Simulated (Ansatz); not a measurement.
System: prop-2-enylsilane, C$_{3}$H$_{8}$Si (charge 0, singlet). 
Geometry from a B3LYP-D3(BJ)/def2-TZVP (Ansatz, a program for electronic structure) optimisation:
```
C
H 1 1.0931
H 1 1.0945 2 107.33
C 1 1.4949 2 110.89 3 -121.08
C 4 1.3283 1 125.48 2 -15.51
H 5 1.0820 4 121.50 1 -178.08
H 5 1.0843 6 116.91 4 179.94
H 4 1.0870 5 118.74 6 -0.32
Si 1 1.8918 2 108.30 3 116.01
H 9 1.4812 1 109.91 2 57.64
H 9 1.4830 10 108.83 1 -120.46
H 9 1.4840 10 109.10 11 -118.46
```
Charge 0, spin multiplicity 1.

Quantity: vertical triplet-singlet gap (E(triplet) - E(singlet); each state is the SCF solution reached for its spin), in kcal/mol. Cores are frozen in the correlated levels unless marked. UHF or UKS for open shells. Spin-orbit coupling is left out. Non-relativistic. CBS(X,Y): correlation extrapolated as X^-3; Hartree-Fock from the larger set. [CCSD(T)-MP2]/basis is that difference in the basis named.

```csv
level,program,vertical triplet-singlet gap (kcal/mol)
HF/aug-cc-pV(D+d)Z,Ansatz,79.4
HF/aug-cc-pV(T+d)Z,Ansatz,78.7
HF/aug-cc-pV(Q+d)Z,Ansatz,78.6
SVWN5/def2-TZVPD,Ansatz,104.3
r2SCAN/def2-TZVPD,Ansatz,93.0
B3LYP/def2-TZVPD,Ansatz,99.0
BHLYP/def2-TZVPD,Ansatz,95.2
wB97M-V/def2-TZVPD,Ansatz,102.8
wB97X-V/def2-TZVPD,Ansatz,102.1
MP2/aug-cc-pV(D+d)Z,Ansatz,106.8
MP2/aug-cc-pV(T+d)Z,Ansatz,107.0
SCS-MP2/aug-cc-pV(T+d)Z,Ansatz,108.1
CCSD/aug-cc-pV(T+d)Z,Ansatz,100.4
"RI-MP2/CBS(aug-cc-pV(T+d)Z,aug-cc-pV(Q+d)Z)+[CCSD(T)-MP2]/aug-cc-pV(D+d)Z",Ansatz,104.4
"RI-MP2/CBS(aug-cc-pV(T+d)Z,aug-cc-pV(Q+d)Z)+[CCSD(T)-MP2]/aug-cc-pV(T+d)Z",Ansatz,104.1
```
